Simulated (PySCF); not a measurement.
PySCF input for C4H5, SMILES [CH]=CC=C, multiplicity 2, PBE-D3(BJ)/def2-SVP. Geometry optimised at PBE-D3(BJ)/def2-SVP. The isomer is the one that the SMILES or the coordinates give; other isomers of the formula were not compared. One conformer was computed; it need not be the lowest.

```python
import numpy as np
from pyscf import gto, scf, dft, df
from pyscf.hessian import thermo

mol = gto.M(
    atom='''
    C    -0.02641497   -1.94064098   -0.00000000
    C     0.42454624   -0.68741184   -0.00000000
    C    -0.41227155    0.51776236    0.00000000
    C     0.08027160    1.77635754    0.00000000
    H    -0.99396760   -2.46096564   -0.00000000
    H     1.52020425   -0.51280800   -0.00000000
    H    -1.50455209    0.35849971    0.00000000
    H     1.16634305    1.96594685    0.00000000
    H    -0.58481553    2.65292468   -0.00000001
    ''',
    basis='def2-SVP',
    charge=0,
    spin=1,
    max_memory=1600,
    verbose=3,
)
mf = dft.UKS(mol, xc='pbe').density_fit(auxbasis='def2-universal-jkfit')
mf.disp = 'd3bj'
mf.grids.level = 3
mf.conv_tol = 1e-11
mf.max_cycle = 100
mf.kernel()
fine, coarse = mf.grids, dft.Grids(mol).set(level=1).build(with_non0tab=True)
for _ in range(3):  # follow internal instabilities
    mf.grids = coarse
    mo, _, stable, _ = mf.stability(return_status=True, nroots=4)
    mf.grids = fine
    if stable:
        break
    mf.kernel(mf.make_rdm1(mo, mf.mo_occ))

# [left out here: the lines that compute and print the analytic Hessian (its translational invariance restored by hand, since the grid's response is missing), thermochemistry and intensities]
```

Program output:

```

WARN: HOMO -0.2170146566958 >= LUMO -0.2170146566958

converged SCF energy = -154.981819170358  <S^2> = 0.7643327  2S+1 = 2.0142817
<class 'pyscf.df.df_jk.DFUKS'> wavefunction is stable in the internal stability analysis

WARN: DFTD3 does not support analytical Hessian, using finite difference


WARN: Mole.unit (angstrom) is changed to Bohr

Mode                                 0                   1                   2
Irrep
Freq [cm^-1]                      169.6950            280.8112            467.7315
Reduced mass [au]                   2.6937              2.2677              2.3599
Force const [Dyne/A]                0.0457              0.1054              0.3042
Char temp [K]                     244.1534            404.0248            672.9615
Normal mode                   x     y     z       x     y     z       x     y     z
       0   C                 0.00  0.00 -0.12    0.11 -0.04  0.00   -0.00 -0.11 -0.00
       1   C                -0.00  0.00  0.12   -0.12  0.03 -0.00   -0.06 -0.08  0.00
       2   C                -0.00  0.00  0.13   -0.11  0.05 -0.00    0.09  0.07  0.00
       3   C                 0.00 -0.00 -0.11    0.08 -0.03  0.00   -0.02  0.13 -0.00
       4   H                 0.00 -0.00 -0.31    0.26 -0.32  0.00    0.14 -0.38 -0.00
       5   H                -0.00  0.00  0.24   -0.13  0.14 -0.00   -0.04 -0.18  0.00
       6   H                -0.00  0.00  0.25   -0.12  0.15 -0.00    0.08  0.12 -0.00
       7   H                 0.00 -0.00 -0.27    0.12 -0.23  0.00   -0.06  0.34 -0.00
       8   H                 0.00 -0.00 -0.16    0.25  0.10  0.00   -0.19  0.00 -0.00
Mode                                 3                   4                   5
Irrep
Freq [cm^-1]                      563.8207            692.6475            806.3566
Reduced mass [au]                   1.2008              1.5121              1.5786
Force const [Dyne/A]                0.2249              0.4274              0.6048
Char temp [K]                     811.2125            996.5655           1160.1676
Normal mode                   x     y     z       x     y     z       x     y     z
       0   C                -0.00 -0.00  0.08   -0.00  0.00 -0.10   -0.09  0.12  0.00
       1   C                -0.00 -0.00 -0.04    0.00 -0.00  0.11    0.02  0.05 -0.00
       2   C                 0.00  0.00 -0.08    0.00 -0.00 -0.09    0.04 -0.04 -0.00
       3   C                 0.00 -0.00  0.01    0.00 -0.00  0.00   -0.00 -0.05  0.00
       4   H                 0.00 -0.00 -0.46    0.00 -0.00  0.64    0.36 -0.66 -0.00
       5   H                 0.00 -0.00  0.35    0.00 -0.00  0.12    0.05 -0.07 -0.00
       6   H                 0.00  0.00  0.27   -0.00  0.00  0.07    0.06 -0.13 -0.00
       7   H                 0.00 -0.00 -0.38    0.00 -0.00 -0.22   -0.01 -0.03 -0.00
       8   H                -0.00  0.00  0.52   -0.00  0.00  0.40   -0.04 -0.08 -0.00
Mode                                 6                   7                   8
Irrep
Freq [cm^-1]                      866.5939            889.4433            906.8191
Reduced mass [au]                   1.2913              1.4691              1.5159
Force const [Dyne/A]                0.5713              0.6848              0.7344
Char temp [K]                    1246.8356           1279.7109           1304.7107
Normal mode                   x     y     z       x     y     z       x     y     z
       0   C                 0.00  0.00  0.01    0.00  0.00  0.00   -0.03 -0.03  0.00
       1   C                -0.00  0.00  0.12   -0.00  0.00 -0.06    0.10 -0.05 -0.00
       2   C                 0.00 -0.00 -0.05    0.00 -0.00  0.08   -0.04  0.04  0.00
       3   C                 0.00 -0.00 -0.05    0.00 -0.00 -0.14   -0.07  0.09 -0.00
       4   H                 0.00  0.00 -0.31   -0.00  0.00  0.12    0.03 -0.13  0.00
       5   H                -0.00  0.00 -0.68   -0.00  0.00  0.30    0.12 -0.20  0.00
       6   H                -0.00  0.00  0.14   -0.00  0.00 -0.06   -0.01 -0.21  0.00
       7   H                -0.00  0.00  0.27   -0.00  0.00  0.57    0.02 -0.43  0.00
       8   H                -0.00  0.00  0.32   -0.00 -0.00  0.47    0.38  0.43  0.00
Mode                                 9                  10                  11
Irrep
Freq [cm^-1]                      992.1150           1127.2706           1195.4251
Reduced mass [au]                   1.0991              2.3760              1.1685
Force const [Dyne/A]                0.6374              1.7789              0.9839
Char temp [K]                    1427.4326           1621.8914           1719.9506
Normal mode                   x     y     z       x     y     z       x     y     z
       0   C                -0.00 -0.00  0.01   -0.05 -0.02 -0.00   -0.05 -0.04  0.00
       1   C                 0.00 -0.00  0.01    0.15 -0.07  0.00    0.00 -0.01  0.00
       2   C                -0.00  0.00  0.08   -0.13  0.04 -0.00    0.07 -0.04  0.00
       3   C                -0.00  0.00 -0.01    0.05 -0.01  0.00   -0.02  0.03 -0.00
       4   H                 0.00 -0.00 -0.08    0.03 -0.16 -0.00   -0.03 -0.09  0.00
       5   H                 0.00 -0.00 -0.17    0.11  0.19 -0.00   -0.14  0.88 -0.00
       6   H                 0.00 -0.00 -0.78   -0.19  0.41  0.00    0.08 -0.06 -0.00
       7   H                 0.00 -0.00 -0.40   -0.00  0.26 -0.00   -0.00 -0.05 -0.00
       8   H                -0.00  0.00  0.31   -0.09 -0.10 -0.00    0.11  0.13  0.00
Mode                                12                  13                  14
Irrep
Freq [cm^-1]                     1259.6486           1369.8753           1600.0543
Reduced mass [au]                   1.2775              1.2032              6.4355
Force const [Dyne/A]                1.1943              1.3303              9.7074
Char temp [K]                    1812.3539           1970.9456           2302.1219
Normal mode                   x     y     z       x     y     z       x     y     z
       0   C                 0.01  0.02 -0.00   -0.01 -0.04 -0.00   -0.04 -0.16 -0.00
       1   C                -0.00 -0.00  0.00    0.02 -0.00  0.00    0.04  0.18  0.00
       2   C                 0.09  0.00  0.00   -0.01  0.11 -0.00    0.03  0.07 -0.00
       3   C                -0.09 -0.04 -0.00    0.03  0.02 -0.00   -0.03 -0.09  0.00
       4   H                 0.02  0.01 -0.00   -0.03 -0.02 -0.00   -0.14 -0.09  0.00
       5   H                 0.01 -0.05 -0.00    0.01  0.10  0.00    0.09 -0.06 -0.00
       6   H                -0.01  0.76  0.00    0.04 -0.24  0.00    0.05 -0.01  0.00
       7   H                -0.03 -0.42  0.00    0.11 -0.55  0.00   -0.08  0.11 -0.00
       8   H                -0.03 -0.01  0.00   -0.52 -0.41  0.00    0.13  0.01 -0.00
Mode                                15                  16                  17
Irrep
Freq [cm^-1]                     1636.4838           3022.0832           3074.3508
Reduced mass [au]                   5.2293              1.0858              1.0589
Force const [Dyne/A]                8.2512              5.8426              5.8970
Char temp [K]                    2354.5358           4348.1048           4423.3064
Normal mode                   x     y     z       x     y     z       x     y     z
       0   C                -0.02 -0.06 -0.00    0.00 -0.00  0.00    0.00 -0.00  0.00
       1   C                 0.02  0.11  0.00    0.08  0.01 -0.00   -0.00  0.00  0.00
       2   C                -0.03 -0.18  0.00   -0.00  0.00 -0.00   -0.02  0.00 -0.00
       3   C                 0.05  0.14 -0.00   -0.00 -0.00  0.00   -0.03 -0.05  0.00
       4   H                -0.05 -0.05  0.00   -0.01 -0.02 -0.00   -0.00 -0.00 -0.00
       5   H                 0.05 -0.09 -0.00   -0.94 -0.15  0.00    0.03  0.00  0.00
       6   H                -0.10  0.16 -0.00    0.06  0.01  0.00    0.25  0.03 -0.00
       7   H                 0.12 -0.15  0.00    0.01 -0.00  0.00    0.71  0.12  0.00
       8   H                -0.17 -0.00  0.00   -0.01  0.01 -0.00   -0.37  0.46 -0.00
Mode                                18                  19                  20
Irrep
Freq [cm^-1]                     3090.6617           3177.5309           3177.9543
Reduced mass [au]                   1.0936              1.1029              1.1169
Force const [Dyne/A]                6.1549              6.5609              6.6458
Char temp [K]                    4446.7741           4571.7594           4572.3687
Normal mode                   x     y     z       x     y     z       x     y     z
       0   C                -0.00 -0.00  0.00    0.07  0.05  0.00    0.00  0.00  0.00
       1   C                 0.00  0.00 -0.00   -0.00 -0.01 -0.00   -0.00  0.00  0.00
       2   C                 0.08  0.02  0.00    0.00 -0.00  0.00    0.01  0.00 -0.00
       3   C                -0.02 -0.02  0.00   -0.00  0.00 -0.00    0.08 -0.04  0.00
       4   H                 0.00  0.00  0.00   -0.82 -0.47 -0.00   -0.03 -0.02 -0.00
       5   H                -0.05 -0.01 -0.00    0.01  0.01 -0.00   -0.00  0.00  0.00
       6   H                -0.90 -0.13 -0.00   -0.00  0.00  0.00   -0.09 -0.01 -0.00
       7   H                 0.25  0.04  0.00    0.02  0.00  0.00   -0.56 -0.10 -0.00
       8   H                -0.05  0.06 -0.00    0.02 -0.02  0.00   -0.45  0.59 -0.00
temperature 298.1500 [K]
pressure 101325.00 [Pa]
Rotational constants [GHz] 43.65123 4.61619 4.17471
Symmetry number 1
Zero-point energy (ZPE) 0.06918 [Eh]   181637.224 [J/mol]
                           tot       elec      trans        rot        vib
Entropy [J/mol/K]       289.184      5.763    158.282     98.164     26.975
Cv [J/mol/K]             68.011      0.000     12.472     12.472     43.067
Cp [J/mol/K]             76.325      0.000     20.786     12.472     43.067
Internal energy [J/mol]                      3718.434   3718.434 186761.931
Internal energy [Eh]   -154.90785  -154.98182
Enthalpy [J/mol]                             6197.391   3718.434 186761.931
Enthalpy [Eh]          -154.90691
Gibbs free energy [J/mol]                  -40994.335 -25549.125 178719.189
Gibbs free energy [Eh] -154.93975
mode   freq/cm-1   IR/(km/mol)
   1      169.70         0.307
   2      280.81         0.475
   3      467.73         2.390
   4      563.82         0.016
   5      692.65        40.110
   6      806.36        40.515
   7      866.59         2.065
   8      889.44        50.448
   9      906.82         3.552
  10      992.12        22.101
  11     1127.27         0.504
  12     1195.43         1.663
  13     1259.65         1.410
  14     1369.88         2.269
  15     1600.05         4.899
  16     1636.48         6.101
  17     3022.08         4.082
  18     3074.35         5.608
  19     3090.66         6.672
  20     3177.53         0.774
  21     3177.95         5.802
max |gradient| / (hartree/bohr): 2.0855084346888296e-05
APT charges: [-0.1893 -0.0094  0.0743 -0.1278  0.1234  0.0366  0.0163  0.0353  0.0406]
```

Self-consistency was reached.

Cost: around 2.6 core-minutes (rough).
